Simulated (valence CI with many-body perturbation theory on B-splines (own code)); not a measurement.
**Ca XIV: calculated level list**

Level of theory: configuration interaction combined with many-body perturbation theory (CI+MBPT): five valence electrons over a frozen Dirac-Fock core [He], a basis of 9 s, 9 p, 8 d, 6 f, 3 g, 1 h functions for each j, with the one-electron correlation potential Σ1, the two-electron term Σ2, the three-electron term Σ3, Breit, model QED; selected CI, second order for the rest (own B-spline code, finite nucleus).

No measured levels were compared; by estimate levels of excited configurations hold to 0.05 to 0.15 % of their energy, terms of the ground configuration to about 0.5 %. Among the levels kept, up to 1900 cm⁻¹ of a level comes from second order outside the variational space, and about a tenth of that is noise between levels of different J, which matters for small intervals.

Levels 46 to 80 of 80, with energies above the lowest level, 2s2.2p3 4S°_3/2. "Leading %" is the weight of the configuration and term that name the level; weights of strongly mixed levels are sums over their largest components and can fall short. Lifetimes count E1, E2, E3, M1 and M2 decay at the calculated energies, and are blank where another channel may lead or the interval is too uncertain; long ones can be off by a factor of two.

```
No.  Configuration  Term    J  E (× 10³ cm⁻¹)  Leading %      g  Lifetime
 46     2s2.2p2.3d    4F  7/2          4104.4         84  1.259   23.9 ps
 47     2s2.2p2.3d    2P  3/2          4110.3         55  1.197    771 fs
 48     2s2.2p2.3d    4D  1/2          4114.1         81  0.145   2.44 ps
 49     2s2.2p2.3d    4D  5/2          4117.0         47  1.226   1.05 ps
 50     2s2.2p2.3d    4F  9/2          4117.5         95  1.325    570 ps
 51      2s.2p3.3s   4S°  3/2          4121.0         81  1.968   1.37 ps
 52     2s2.2p2.3d    4D  3/2          4123.8         55  1.254    906 fs
 53     2s2.2p2.3d    4D  7/2          4125.3         65  1.341   49.2 ps
 54     2s2.2p2.3d    2F  5/2          4130.1         74  1.000    765 fs
 55     2s2.2p2.3p   2P°  1/2          4133.3         93  0.665   41.6 ps
 56     2s2.2p2.3p   2P°  3/2          4135.0         88  1.341   29.3 ps
 57     2s2.2p2.3d    2P  1/2          4140.0         82  0.585    504 fs
 58     2s2.2p2.3d    4P  5/2          4145.3         73  1.532    194 fs
 59     2s2.2p2.3d    4P  3/2          4151.4         87  1.678    165 fs
 60     2s2.2p2.3d    2F  7/2          4153.7         73  1.191   1.04 ps
 61     2s2.2p2.3d    4P  1/2          4154.4         93  2.582    156 fs
 62     2s2.2p2.3d    2D  3/2          4187.6         90  0.823    287 fs
 63      2s.2p3.3p    6P  3/2          4189.2         98  2.390    107 ps
 64     2s2.2p2.3d    2D  5/2          4190.1         87  1.179    200 fs
 65      2s.2p3.3p    6P  5/2          4191.6         97  1.872   16.8 ps
 66      2s.2p3.3p    6P  7/2          4196.0         99  1.712    373 ps
 67     2s2.2p2.3d    2G  7/2          4206.9         84  0.927   1.82 ps
 68     2s2.2p2.3d    2G  9/2          4210.8         95  1.117    490 ps
 69     2s2.2p2.3d    2D  3/2          4223.4         94  0.813    196 fs
 70     2s2.2p2.3d    2D  5/2          4225.6         60  1.087    159 fs
 71     2s2.2p2.3d    2F  7/2          4232.7         86  1.119    130 fs
 72     2s2.2p2.3d    2F  5/2          4242.1         46  1.097    179 fs
 73      2s.2p3.3p    4P  5/2          4243.3         82  1.517    492 fs
 74      2s.2p3.3p    4P  3/2          4243.9         98  1.734    844 fs
 75     2s2.2p2.3d    2P  1/2          4244.1         90  0.797    244 fs
 76      2s.2p3.3p    4P  1/2          4245.6         93  2.557    813 fs
 77     2s2.2p2.3d    2P  3/2          4253.5         93  1.327    216 fs
 78     2s2.2p2.3d    2S  1/2          4258.3         93  1.991    298 fs
 79      2s.2p3.3s   4D°  3/2          4268.7         94  1.217   2.12 ps
 80      2s.2p3.3s   4D°  5/2          4268.7         94  1.380   2.12 ps
```

Names give the largest LS component (configuration and term), which can be under half, so a name can repeat, a term be missing and a line seem to break the LS rules; names also repeat where a configuration has a term twice.

Where two levels of one J and parity lie close, their mixing, g and order are uncertain.
